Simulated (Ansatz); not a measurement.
Mulliken charges of H5InO, SMILES `[OH2+][InH3-]` from B3LYP/def2-TZVPP in Ansatz (PBE0-D4/def2-TZVP geometry).

| atom | x (Å) | y (Å) | z (Å) | charge (e) |
| --- | --- | --- | --- | --- |
| O1 | 0.012 | -1.366 | 0.093 | -0.332 |
| In2 | 0.263 | 1.049 | -0.122 | 0.437 |
| H3 | -0.366 | -1.593 | 0.948 | 0.226 |
| H4 | -0.606 | -1.687 | -0.572 | 0.227 |
| H5 | -0.709 | 1.067 | -1.560 | -0.191 |
| H6 | -0.515 | 1.323 | 1.405 | -0.191 |
| H7 | 1.982 | 1.138 | -0.238 | -0.175 |

By hand: the dipole of these point charges (1 e Å = 4.8032 D).

Σ q r = (-0.222, -0.487, 0.071) e Å, of length 0.540 e Å = 2.59 D.

How does the dipole of the full density compare? (Best estimate.)

Ansatz gave: (-0.339, -0.636, 0.100) e Å, 3.49 D; the point charges give 0.74 times that, at 4° from its direction.

Point charges leave out the atoms' own dipoles, such as those of lone pairs, and Mulliken's split depends on the basis, so the two needn't agree.

B3LYP here is the variant with VWN-RPA as its local correlation; programs differ in this.
